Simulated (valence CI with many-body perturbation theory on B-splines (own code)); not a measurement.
## Te²⁺: calculated level list

Calculated by configuration interaction combined with many-body perturbation theory (CI+MBPT): four valence electrons over a frozen Dirac-Fock core [Kr] 4d10, a basis of 11 s, 11 p, 10 d, 8 f, 5 g, 2 h functions for each j, with the one-electron correlation potential Σ1 (screened to all orders), the two-electron term Σ2, the three-electron term Σ3, Breit, model QED; selected single and double excitations, second order for the rest, scaled by the run's own slope (own B-spline code, finite nucleus).

Against 42 measured levels this calculation errs by 134 cm⁻¹ on average and by 416 at most. These come from a selection out of Zhang, Palmeri, Quinet and Biemont, Astron. Astrophys. 551, A136 (2013). Levels without a partner in it may be off by more. Among the levels kept, up to 1000 cm⁻¹ of a level comes from second order outside the variational space, and about a tenth of that is noise between levels of different J, which matters for small intervals. 26 measured levels below the end of the list, from 95031 cm⁻¹ on, found no clear computed partner, and computed levels of the same name lie up to 2005 cm⁻¹ from them.

Levels 136 to 180 of 199, with energies above the lowest level, (5s^2 5p1/2^2) J=0. "Leading %" is the weight of the configuration and term that name the level; weights of strongly mixed levels are sums over their largest components and can fall short. In the jj column 3d3/2^4 stands for four electrons in 3d with j = 3/2. Lifetimes count E1, E2, E3, M1 and M2 decay at the calculated energies, and are blank where another channel may lead or the interval is too uncertain; long ones can be off by a factor of two.

| No. | Configuration | Term | J | E (cm⁻¹) | Leading % | Lifetime | g | Leading jj |
| --- | --- | --- | --- | --- | --- | --- | --- | --- |
| 136 | 5s2.5p.5g | 3G° | 3 | 191854 | 49 | 2.93 ns | 0.889 | 5s^2 5p3/2 5g7/2 (90 %) |
| 137 | 5s2.5p.6f | 3G | 4 | 192069 | 33 | 3.44 ns | 1.087 | 5s^2 5p1/2 6f7/2 (77 %) |
| 138 | 5s2.5p.6f | 3D | 3 | 192078 | 44 | 1.53 ns | 1.202 | 5s^2 5p1/2 6f7/2 (80 %) |
| 139 | 5s2.5p.8s | 3P° | 2 | 192093 | 90 | 1.32 ns | 1.487 | 5s^2 5p3/2 8s (90 %) |
| 140 | 5s2.5p.5g | 3H° | 6 | 192175 | 95 | 2.90 ns | 1.167 | 5s^2 5p3/2 5g9/2 (95 %) |
| 141 | 5s2.5p.5g | 1H° | 5 | 192204 | 53 | 3.08 ns | 1.015 | 5s^2 5p3/2 5g7/2 (92 %) |
| 142 | 5s2.5p.8s | 1P° | 1 | 192257 | 59 | 1.07 ns | 1.130 | 5s^2 5p3/2 8s (86 %) |
| 143 | 5s2.5p.7d | 1D° | 2 | 192303 | 37 | 2.30 ns | 0.914 | 5s^2 5p3/2 7d3/2 (56 %) |
| 144 | 5s.5p2.5d | 3D | 2 | 192313 | 38 | 279 ps | 1.115 | 5s 5p1/2 5p3/2 5d5/2 (20 %) |
| 145 | 5s2.5p.5g | 3F° | 3 | 192404 | 36 | 2.83 ns | 1.086 | 5s^2 5p3/2 5g9/2 (68 %) |
| 146 | 5s2.5p.5g | 3F° | 2 | 192492 | 75 | 2.91 ns | 0.729 | 5s^2 5p3/2 5g7/2 (75 %) |
| 147 | 5s2.5p.7d | 3F° | 4 | 192503 | 90 | 4.82 ns | 1.248 | 5s^2 5p3/2 7d5/2 (90 %) |
| 148 | 5s2.5p.7d | 3D° | 3 | 192617 | 44 | 2.29 ns | 1.192 | 5s^2 5p3/2 7d5/2 (36 %) |
| 149 | 5s2.5p.6f | 3F | 2 | 192725 | 38 | 1.77 ns | 0.910 | 5s^2 5p1/2 6f5/2 (78 %) |
| 150 | 5s2.5p.7d | 3P° | 2 | 192943 | 49 | 2.32 ns | 1.332 | 5s^2 5p3/2 7d5/2 (66 %) |
| 151 | 5s2.5p.7d | 3P° | 1 | 193019 | 61 | 1.90 ns | 1.194 | 5s^2 5p3/2 7d3/2 (86 %) |
| 152 | 5s.5p2.5d | 3D | 1 | 193080 | 74 | 729 ps | 0.540 | 5s 5p1/2 5p3/2 5d5/2 (50 %) |
| 153 | 5s2.5p.7d | 3P° | 0 | 193151 | 94 | 1.95 ns |  | 5s^2 5p3/2 7d3/2 (94 %) |
| 154 | 5s2.5p.7d | 1F° | 3 | 193421 | 67 | 1.51 ns | 1.065 | 5s^2 5p3/2 7d5/2 (48 %) |
| 155 | 5s2.5p.7d | 1P° | 1 | 193887 | 62 | 1.58 ns | 1.038 | 5s^2 5p3/2 7d5/2 (85 %) |
| 156 | 5s.5p2.5d | 3P | 2 | 194216 | 38 | 176 ps | 1.360 | 5s 5p1/2 5p3/2 5d5/2 (34 %) |
| 157 | 5s.5p2.5d | 3D | 3 | 194263 | 54 | 329 ps | 1.265 | 5s 5p1/2 5p3/2 5d3/2 (34 %) |
| 158 | 5s2.5p.6g | 3H° | 5 | 195474 | 37 | 6.14 ns | 1.070 | 5s^2 5p1/2 6g9/2 (95 %) |
| 159 | 5s2.5p.6g | 3H° | 4 | 195476 | 68 | 6.00 ns | 0.862 | 5s^2 5p1/2 6g7/2 (94 %) |
| 160 | 5s2.5p.6g | 3F° | 4 | 195499 | 53 | 6.10 ns | 1.153 | 5s^2 5p1/2 6g9/2 (93 %) |
| 161 | 5s2.5p.6g | 3G° | 3 | 195521 | 41 | 6.24 ns | 0.910 | 5s^2 5p1/2 6g7/2 (94 %) |
| 162 | 5s2.5p.6h | 3I | 6 | 195632 | 37 | 7.01 ns | 1.057 | 5s^2 5p1/2 6h11/2 (96 %) |
| 163 | 5s2.5p.6h | 3I | 5 | 195637 | 68 | 7.00 ns | 0.885 | 5s^2 5p1/2 6h9/2 (95 %) |
| 164 | 5s2.5p.6h | 3G | 5 | 195639 | 56 | 7.00 ns | 1.125 | 5s^2 5p1/2 6h11/2 (95 %) |
| 165 | 5s2.5p.6h | 3H | 4 | 195652 | 40 | 7.00 ns | 0.930 | 5s^2 5p1/2 6h9/2 (96 %) |
| 166 | 5s2.5p.9s | 3P° | 0 | 195659 | 94 | 2.47 ns |  | 5s^2 5p1/2 9s (94 %) |
| 167 | 5s.5p2.5d | 1S | 0 | 195721 | 33 | 717 ps |  | 5s 5p3/2^2 5d5/2 (40 %) |
| 168 | 5s2.5p.9s | 3P° | 1 | 195741 | 62 | 2.10 ns | 1.331 | 5s^2 5p1/2 9s (93 %) |
| 169 | 5s2.5p.8d | 3F° | 2 | 195872 | 71 | 6.22 ns | 0.759 | 5s^2 5p1/2 8d3/2 (93 %) |
| 170 | 5s2.5p.8d | 3P° | 2 | 196143 | 44 | 4.02 ns | 1.290 | 5s^2 5p1/2 8d5/2 (93 %) |
| 171 | 5s2.5p.8d | 3F° | 3 | 196300 | 42 | 3.06 ns | 1.114 | 5s^2 5p1/2 8d5/2 (92 %) |
| 172 | 5s2.5p.8d | 3D° | 1 | 196376 | 47 | 2.58 ns | 0.826 | 5s^2 5p1/2 8d3/2 (89 %) |
| 173 | 5s.5p2.5d | 1G | 4 | 196744 | 41 | 505 ps | 1.090 | 5s 5p1/2 5p3/2 5d5/2 (42 %) |
| 174 | 5s2.5p.8p | 1P | 1 | 196750 | 45 | 6.50 ns | 1.062 | 5s^2 5p3/2 8p1/2 (47 %) |
| 175 | 5s2.5p.8p | 3D | 2 | 196774 | 27 | 699 ps | 1.096 | 5s^2 5p3/2 8p1/2 (63 %) |
| 176 | 5s.5p2.6p | 5D° | 0 | 197066 | 88 | 2.75 ns |  | 5s 5p1/2^2 6p1/2 (54 %) |
| 177 | 5s2.5p.8p | 3D | 3 | 197171 | 76 | 812 ps | 1.308 | 5s^2 5p3/2 8p3/2 (76 %) |
| 178 | 5p4 | 3P | 1 | 197385 | 20 | 162 ps | 1.081 | 5p1/2 5p3/2^3 (20 %) |
| 179 | 5s.5p2.6p | 5D° | 1 | 197400 | 60 | 2.68 ns | 1.683 | 5s 5p1/2^2 6p1/2 (50 %) |
| 180 | 5s2.5p.8p | 3S | 1 | 197531 | 61 | 2.16 ns | 1.767 | 5s^2 5p3/2 8p3/2 (46 %) |

Where two levels of one J and parity lie close, their mixing, g and order are uncertain.
